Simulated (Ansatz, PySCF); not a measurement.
Reaction (SMILES): CCCCCCO → CC[CH]CCCO + H atom (the C-H bond at the site shown breaks; other sites are not compared here)
Geometries: B3LYP-D3(BJ)/def2-TZVP minima from Ansatz (an electronic-structure program), one conformer each, not searched for the lowest.

Property: bond dissociation energy (enthalpy at 298 K, with B3LYP-D3(BJ) rigid-rotor harmonic-oscillator terms from PySCF), in kJ/mol. Valence correlation only, unless marked. Open shells are spin-unrestricted. No spin-orbit coupling. No relativistic terms. Basis-set limits of correlation are two-point, X^-3; Hartree-Fock from the larger set. [CCSD(T)-MP2]/basis is that difference in the basis named.

```json
[
 {"level": "HF/STO-3G", "program": "Ansatz", "bond dissociation energy (kJ/mol)": "423.8"},
 {"level": "HF/cc-pVQZ", "program": "Ansatz", "bond dissociation energy (kJ/mol)": "313.8"},
 {"level": "PBE/def2-TZVPD", "program": "Ansatz", "bond dissociation energy (kJ/mol)": "395.0"},
 {"level": "PBE-D3(BJ)/def2-TZVPD", "program": "Ansatz + dftd3", "bond dissociation energy (kJ/mol)": "395.6"},
 {"level": "BLYP-D4/def2-TZVPD", "program": "Ansatz + dftd4", "bond dissociation energy (kJ/mol)": "395.8"},
 {"level": "PBE0-D3(BJ)/def2-TZVP", "program": "Ansatz + dftd3", "bond dissociation energy (kJ/mol)": "398.2"},
 {"level": "PBE0/def2-QZVPP", "program": "Ansatz", "bond dissociation energy (kJ/mol)": "398.4"}
]
```

### Question
Estimate the value at RI-MP2/CBS(cc-pVTZ,cc-pVQZ)+[CCSD(T)-MP2]/cc-pVTZ as computed with Ansatz.

### Answer
421.0 kJ/mol, so PBE0/def2-QZVPP differs from it by -22.6 kJ/mol.
